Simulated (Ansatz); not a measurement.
Program: Ansatz. Geometries: PBE0-D4/def2-TZVP. ΔE: electronic, gas phase. CCSD(T)/CBS adds triple-zeta CCSD(T) − MP2 to the extrapolated MP2 energy (def2 sets, frozen cores). DFT in def2-TZVPP. B3LYP here is the variant with VWN-RPA as its local correlation; programs differ in this. One conformer a species, not always the lowest.

Consider the cleavage of the Si–Si bond: `C[SiH](C)[SiH2]Cl` + `[SiH3]N[SiH2]Cl` → `[SiH3]N([SiH2]Cl)[SiH2]Cl` + `C[SiH2]C`.

`C[SiH](C)[SiH2]Cl`:

```xyz
14

C    -0.072    0.904    1.625
Si   -0.474    0.398   -0.134
C    -1.368   -1.248   -0.191
Si    1.521    0.221   -1.348
Cl    2.675   -1.237   -0.424
H    -0.983    0.958    2.227
H     0.413    1.881    1.655
H     0.599    0.177    2.087
H    -1.308    1.452   -0.788
H    -0.736   -2.040    0.217
H    -1.634   -1.519   -1.214
H    -2.287   -1.207    0.400
H     1.325   -0.212   -2.757
H     2.328    1.471   -1.355
```

`[SiH3]N[SiH2]Cl`:

```xyz
10

Si    0.802   -1.035   -0.877
N    -0.588   -0.250   -0.198
Si   -0.619    1.162    0.762
Cl   -0.278    0.793    2.765
H     1.932   -0.083   -0.745
H     1.134   -2.302   -0.173
H     0.569   -1.357   -2.309
H    -1.451   -0.776   -0.224
H     0.461    2.066    0.315
H    -1.961    1.781    0.685
```

`[SiH3]N([SiH2]Cl)[SiH2]Cl`:

Z-matrix (Å, degrees):
```
Si
N 1 1.748
H 1 1.482 2 112.2
H 1 1.492 2 104.1 3 117.6
H 1 1.482 2 112.2 3 -124.8
Si 2 1.728 1 123.3 3 62.3
Si 2 1.725 1 114.7 3 -117.7
Cl 6 2.061 2 106.4 1 0.1
H 6 1.478 2 112.4 1 -116.6
H 6 1.478 2 112.4 1 116.9
Cl 7 2.060 2 107.3 1 180.0
H 7 1.480 2 112.0 1 -62.4
H 7 1.480 2 112.0 1 62.3
```

`C[SiH2]C`:

```xyz
11

C     0.663    1.063   -0.965
Si    0.501   -0.525    0.013
C    -1.115   -0.589    0.954
H     1.608    1.093   -1.511
H     0.628    1.933   -0.304
H    -0.149    1.158   -1.691
H     1.639   -0.637    0.970
H     0.584   -1.690   -0.914
H    -1.190    0.244    1.657
H    -1.202   -1.518    1.522
H    -1.966   -0.531    0.270
```

```csv
level,ΔE (kJ/mol),difference from CCSD(T)/CBS
PBE-D4,-41.6,21.5
r2SCAN-D4,-55.7,7.4
PBE0-D4,-48.5,14.6
B3LYP-D4,-56.8,6.3
ωB97X-V,-58.1,5.0
ωB97M-V,-65.9,-2.8
B2PLYP,-57.5,5.6
PBE,-35.6,27.5
PBE0,-43.6,19.5
HF/def2-TZVPP,-62.4,0.7
MP2/def2-TZVPP,-71.6,-8.5
CCSD(T)/def2-TZVPP,-63.2,-0.1
MP2/def2-QZVPP,-72.0,-8.9
SCS-MP2/def2-QZVPP,-70.4,-7.3
MP2/CBS(def2),-71.4,-8.3
CCSD/CBS(def2),-62.6,0.5
CCSD(T)/CBS,-63.1,0
```

Largest T1 diagnostic among the species: 0.010.

The D4 term adds −10.0 kJ/mol with B3LYP and −4.9 kJ/mol with PBE0; it sums over pairs of atoms, weighted by their polarisabilities, and B3LYP, whose exchange is more repulsive, gets the larger term. From PBE to PBE0 (25 % exact exchange), in def2-TZVPP and without D4, ΔE moves by −7.9 kJ/mol.
